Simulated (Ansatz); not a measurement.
Species: CdF (charge 0, doublet). The spin state was set by rule; other spins were not relaxed. SMILES: [F][Cd]
Geometry: optimised at B3LYP-D3(BJ)/def2-TZVP (Ansatz, a first-principles code).

Computed values are from Ansatz. Valence correlation only, unless marked. UHF or UKS for open shells. No spin-orbit coupling. The frozen core is the preceding noble-gas configuration, with the filled d and f shells of earlier blocks. In def2 rows, elements after Kr have scalar-relativistic effective core potentials. Basis-set limits of correlation are two-point, X^-3; Hartree-Fock from the larger set.

Problem. What is the atomisation energy De at CCSD(T)/CBS(def2-TZVPPD,def2-QZVPPD)?

Solution. 57.5 kcal/mol.

Problem. What is the dipole moment at CCSD(T)/def2-SVPD?

Solution. 4.10 D.

Problem. What is the total energy at CCSD(T)/CBS(def2-TZVPPD,def2-QZVPPD)?

Solution. -267.1354 Eh.

Problem. What is the T1 diagnostic at CCSD/def2-QZVPPD?

Solution. 0.022.

Problem. What is the vertical ionisation energy (to the singlet) at CCSD(T)/CBS(def2-TZVPPD,def2-QZVPPD)?

Solution. 9.15 eV.
